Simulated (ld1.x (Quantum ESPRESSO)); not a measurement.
**LDA (PZ) ultrasoft dataset for Cd, fully relativistic all-electron reference.**

ld1.x (Quantum ESPRESSO) 7.5 input, shortened:

```
&input
   title='Cd', zed=48., rel=2, dft='PZ', iswitch=3,
   config='[Kr] 4d10 5s2 5p0', rel_dist='average'
 /
 &inputp
   pseudotype=3, tm=.true., lloc=-1, rcloc=1.15,
   nlcc=.true., new_core_ps=.true., rcore=0.65,
   which_augfun='PSQ', rmatch_augfun_nc=.true.
 /
6
5S  1  0   2.00   0.00  1.55  2.15  0.0
5S  1  0   0.00   2.70  1.55  2.15  0.0
5P  2  1   0.00   0.00  0.80  1.05  0.0
5P  2  1   0.00   3.90  0.80  1.05  0.0
4D  3  2  10.00   0.00  1.45  1.95  0.0
4D  3  2   0.00   2.15  1.45  1.95  0.0
 &test
   configts(1)='4d10 5s2 5p0'
 /
```

Open shells are filled in proportion to 2j + 1 (rel_dist='average').

All-electron outer shells of the reference configuration (LDA (PZ), scalar-relativistic, ld1.x):

| shell | level (eV) | outermost node (bohr) | outermost maximum (bohr) |
| --- | --- | --- | --- |
| 4s | -105.84 | 0.43 | 0.79 |
| 4p | -66.99 | 0.43 | 0.84 |
| 4d | -11.90 | 0.42 | 0.98 |
| 5s | -5.96 | 1.07 | 2.32 |
| 5p | -1.33 | 1.20 | 3.25 |

Calculated quality:

| Quantity | Value |
| --- | --- |
| Cutoffs needed | 30 Ry and 50 Ry (the cutoffs (Ry, on a coarse ladder) from which the occupation-weighted sum of valence levels, in a spherical-Bessel basis at the reference potential, stays within 10 and 1 mRy of its value at 400 Ry) |
| Ghost test | ghost states, extra bound levels that the all-electron valence spectrum of the same l lacks: s at -319.9 eV, p1/2 at -71.1 eV, p3/2 at -65.2 eV; a true bound ghost makes a file unfit for plane-wave use (spherical-Bessel basis up to 400 Ry, 20 bohr box) |
| Configuration tests | 3 of 7 tests not solved or not reliable; not counted: 4d10 5s0 5p1 (solver errors, printed error -3.1 eV); 4d10 5s0 5p2 (solver errors, printed error -1088 eV); 4d10 5s1 5p1 (solver errors, printed error -2.6 eV) |
| Lowest eigenvalue of the overlap operator | 0.38 (s channel) |
| Density cutoff estimated by the generator | 475 Ry |

Generation and tests took about 4.1 s on one core of a shared server CPU.
